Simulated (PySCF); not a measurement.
C3H6BFN2, SMILES CN1CN=CB1F. Geometry: B3LYP-D3(BJ)/def2-SVP. The structure was generated by enumeration, and PubChem lists no compound with its InChIKey, so it may never have been made. One conformer was computed; it need not be the lowest.

Computed equilibrium geometry at B3LYP-D3(BJ)/def2-SVP (PySCF confirms it by a frequency run) as a Z-matrix, and its point group (one conformer of several):
point group Cs.
```
N
B 1 1.4026
F 2 1.3359 1 125.36
C 1 1.4418 2 130.75 3 0.00
H 4 1.0992 1 109.46 2 0.00
H 4 1.1049 5 108.14 1 -121.82
H 4 1.1049 5 108.14 6 -116.36
C 1 1.4536 2 108.08 3 180.00
H 8 1.1072 1 111.61 2 120.37
H 8 1.1072 9 106.66 1 -122.15
N 8 1.4481 9 109.04 10 -117.62
C 11 1.2889 8 109.14 9 -121.95
H 12 1.0986 11 118.81 8 180.00
```
